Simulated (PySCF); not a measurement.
BGeH₄ (calculated)

Computed with PySCF 2.14.0. Calculation on a computer-drawn molecule: vertical ionisation energy to the stated ion spin, frozen-core CCSD(T) at the basis limit and cheaper methods, single-reference cases, UHF for radicals, no spin-orbit; all values are single points at the evaluated structure, the first of each entry, which is the reference or a displaced copy of it and isn't optimised; the reference structure only sets the zero of the energies above reference; triples share is (T) over the correlation energy; on germanium a core potential holds 10 electrons, which the energies leave out, and 3d is frozen in MP2 and coupled-cluster steps.

```xyz
6
formula=BGeH4 charge=0 multiplicity=2 ion_multiplicity=1 diffuse_functions=no basis=cc-pVnZ basis_and_core_potential_on_germanium=cc-pVnZ-PP_ECP10MDF reference_is=the_Hartree-Fock_double-zeta_minimum best_is=HF_at_quadruple_zeta_+_MP2_correlation_extrapolated_from_triple_and_quadruple_zeta_+_CCSD(T)_minus_MP2_at_triple_zeta basis_step_is=the_size_of_the_change_from_the_same_recipe_one_zeta_lower
B      1.2259    -1.4327    -0.7837
Ge     1.8488    -1.5593     1.0259
H      0.5924    -0.3650    -1.1968
H      1.4893    -2.1991    -1.5607
H      1.6840    -0.4489     2.1359
H      2.6621    -2.7441     1.5913
```

Reference structure:
```xyz
6
BGeH4
B      1.2463    -1.4181    -0.8460
Ge     1.8957    -1.5748     1.0367
H      0.6415    -0.4419    -1.1808
H      1.4668    -2.3031    -1.6199
H      1.6841    -0.5148     2.1131
H      2.6808    -2.7639     1.5813
```

Drawn bonds:
| atom | other atom | order |
| --- | --- | --- |
| 1 | 2 | 1 |
| 1 | 3 | 1 |
| 1 | 4 | 1 |
| 2 | 5 | 1 |
| 2 | 6 | 1 |

Q: Give the missing total energy CCSD(T) triple zeta for BGeH₄.
A: -320.5996 hartree

Q: BGeH₄: energy above reference basis step?
A: 0.1213 kcal/mol

Q: What dipole magnitude PBE at triple zeta does the calculation give for BGeH₄?
A: 1.161 debye

Q: What spin squared at triple zeta does the calculation give for BGeH₄?
A: 0.7612

Q: Give the table of triple zeta values for BGeH₄.
A: 
Triple zeta:
| method | ionisation energy (eV) | energy above reference (kcal/mol) |
| --- | --- | --- |
| HF | 7.718 | 6.986 |
| PBE | 8.645 | 5.406 |
| r2SCAN | 8.76 | 5.669 |
| B3LYP | 8.567 | 5.85 |
| wB97X | 8.344 | 5.671 |
| MP2 | 8.33 | 6.269 |
| CCSD | 8.327 | 6.178 |
| CCSD(T) | 8.395 | 6.133 |

Further results for BGeH₄:

* ionisation energy best: 8.442 eV
* ionisation energy basis step: 0.02437 eV
* energy above reference best: 6.026 kcal/mol
* total energy HF triple zeta: -320.3440 hartree
* total energy best: -320.6268 hartree
* T1 diagnostic at triple zeta: 0.01602
* D1 diagnostic at triple zeta: 0.05601
* ion T1 diagnostic at triple zeta: 0.008765
* ion D1 diagnostic at triple zeta: 0.01656
* triples share at triple zeta: 0.03175
* basis functions triple zeta: 125
* dipole magnitude HF at triple zeta: 0.7403 debye
* dipole magnitude CCSD unrelaxed at triple zeta: 1.026 debye
* dipole magnitude r2SCAN at triple zeta: 1.056 debye
* dipole magnitude B3LYP at triple zeta: 1.052 debye
* dipole magnitude wB97X at triple zeta: 1.118 debye
